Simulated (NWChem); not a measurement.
System: AlH$_{3}$S; SMILES [AlH2][SH]

The following NWChem deck was run.

```
start job
memory heap 200 mb stack 900 mb global 1100 mb
geometry units angstroms noautoz
  Al     0.138606    -1.155219     0.054463
  H      1.349849    -2.007715    -0.502614
  H     -1.299145    -1.734423     0.385028
  S      0.524938     0.972401     0.375561
  H     -0.720223     1.247508     0.823760
end
basis spherical
  Al library 6-31+g*
  H library 6-31+g*
  S library 6-31+g*
end
dft
  xc xpbe96 cpbe96
  iterations 150
end
tddft
  cis
  nroots 8
  notriplet
end
task tddft energy
```

All runs use the structure optimised with PBE0/def2-SVP.

Vertical excitations in the gas phase.

Task: Predict the main results of this run. (PBE/6-31+G* (spherical d), TDA.) Quantities: lowest excitation, singlet (eV); oscillator strength of that lowest state; lowest state with f > 0.02, singlet (eV); oscillator strength of that bright state; orbital gap (eV).

Result: 
```json
{
 "lowest excitation, singlet (eV)": "5.08",
 "oscillator_strength_of_that_lowest_state": "0.100",
 "lowest state with f > 0.02, singlet (eV)": "5.08",
 "oscillator_strength_of_that_bright_state": "0.100",
 "orbital gap (eV)": "4.46"
}
```
